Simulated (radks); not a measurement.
Problem. B2+, configuration [He] 2s1 (the NIST ground configuration). Method: scalar-relativistic Kohn-Sham, PBE, spin-polarised, spherical densities, finite nucleus; open shells are filled with parallel spins first; Fermi nuclear charge, rms radius 2.406 fm; hard spherical wall at 2.5 bohr; computed with a radial shooting solver on a logarithmic mesh with Libxc functionals. Some entries of the table are withheld. Estimate them.

| orbital | occ. | eigenvalue (Ry) | <r^2> (bohr^2) | <1/r> (bohr^-1) |
|---|---|---|---|---|
| 1s up | 1 | -15.22844 | 0.1471 | 4.660 |
| 1s down | 1 | -15.14284 | 0.1469 | 4.656 |
| 2s up | 1 | -1.80701 | 1.828 | 1.124 |
| 2p up | 0 | (1) | 1.591 | 0.9991 |
| 2s down | 0 | -1.39404 | 1.791 | 1.151 |
| 2p down | 0 | (2) | 1.527 | 1.029 |
| 3d up | 0 | 1.68645 | 2.400 | 0.7176 |
| 3d down | 0 | 2.15383 | 2.387 | 0.7219 |
| 3s up | 0 | 4.60677 | 2.372 | 1.274 |
| 3s down | 0 | 4.92173 | 2.387 | 1.271 |

Solution. 
(1) 2p up eigenvalue (Ry): -1.41132
(2) 2p down eigenvalue (Ry): -1.06134
